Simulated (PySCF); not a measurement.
## Cost of excited-state runs on `C#C[P@](=O)(O)C(=C)C`, C$_{5}$H$_{7}$O$_{2}$P

Mapped SMILES: `[CH:1]#[C:2][P@:3](=[O:4])([OH:5])[C:6](=[CH2:7])[CH3:8]`. Hydrogens are named by the atom that carries them. Ha(C7) is cis to P3; Hb(C7) is trans to P3.

PySCF with density fitting, on 1 thread of an Arm Neoverse V2, shared host. Command: `OMP_NUM_THREADS=1 python excited_run.py task.json out`

(1) How long does each of these runs take, and how much memory?
- magnetisability and related constants, BHandHLYP/6-31G; usual settings
- magnetisability and related constants, PBE0/pcSseg-1; isotopologues

Results:

(1) 
| run | level | basis functions | wall time | peak memory (GiB) |
| --- | --- | --- | --- | --- |
| magnetisability and related constants | BHandHLYP/6-31G | 90 | 12 s | 0.55 |
| magnetisability and related constants | PBE0/pcSseg-1 | 178 | 27 s | 0.78 |

Times from a shared host are rough.
